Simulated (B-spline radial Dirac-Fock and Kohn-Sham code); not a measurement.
Z = 68 (erbium), transition energy 332 keV. Calculated with a radial atomic solver, using a Dirac-Hartree-Slater potential of the neutral atom with a Latter tail (no hole, which puts coefficients of high multipoles low close above an edge), finite nucleus with surface currents. Subshells that would emit electrons below 1 keV are left out.

Task: A pure transition shows α(K) = 0.0123, L1/L2 = 9.30 and L1/L3 = 9.18. What is its multipolarity?
A. M1
B. E4
C. E2
D. E3
E. M4
F. M3
G. M2
H. E1

Result: H. For comparison, α(K), L1/L2, L1/L3 are E2 0.0382, 1.33, 2.15; E3 0.110, 0.399, 0.853; E4 0.316, 0.201, 0.490; M1 0.0859, 13.0, 92.2; M2 0.321, 8.27, 18.1; M3 1.00, 5.61, 4.62; M4 3.07, 4.16, 2.02.
